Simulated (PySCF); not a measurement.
Gas-phase reaction: 2 SiHF2 + 2 SiO(OH)2 → (H2SiO)3 + 2 FO + SiOF2

Method: PySCF energies plus ideal-gas RRHO corrections (1 bar). † marks an energy on the PBE0/def2-TZVP geometry and frequencies; other levels use their own. MP2 freezes the core. 6-31G* has spherical d functions here. Open shells (unrestricted): SiHF2 (multiplicity 2), FO (multiplicity 2, electronic degeneracy 4); the rest are closed-shell singlets. Spin-orbit splitting is ignored; it lowers the true energy and changes the entropy of FO. B3LYP is the form with VWN-RPA correlation. SiHF2, SiO(OH)2, (H2SiO)3, SiOF2: computed as isolated molecules; such fragments, hydroxides, amides, oligomers or adducts are transient or little studied in the gas. MP2 isn't extrapolated to the basis-set limit; its ΔH°(298 K) is 905.2 kJ in def2-SVP and 1006.6 kJ in def2-TZVPP. The harmonic model lacks anharmonicity and excited electronic states, which grow with temperature; levels with a mode under 35 cm⁻¹ are left out. Internal rotation in SiO(OH)2 is treated as a harmonic vibration of one conformer, which makes the entropy rough. Soft modes under 120 cm⁻¹ make the harmonic entropy rough for (H2SiO)3.

```
level              ΔE electronic, kJ  ΔH°(298 K), kJ  ΔS°(298 K), J/K  ΔG°(1000 K), kJ
-----------------  -----------------  --------------  ---------------  ---------------
B3LYP/def2-TZVP†                 898             874              -65              940
BLYP/def2-TZVP†                  891             867              -65              933
HF/6-31G*                        737             711              -65              778
MP2/def2-TZVPP†                 1031            1007              -65             1073
PBE/def2-SVP                     820             797              -61              859
r2SCAN/def2-TZVP†                901             877              -65              943
```
ΔH° is lowest at HF/6-31G* and highest at MP2/def2-TZVPP†. No reference value is set beside these.
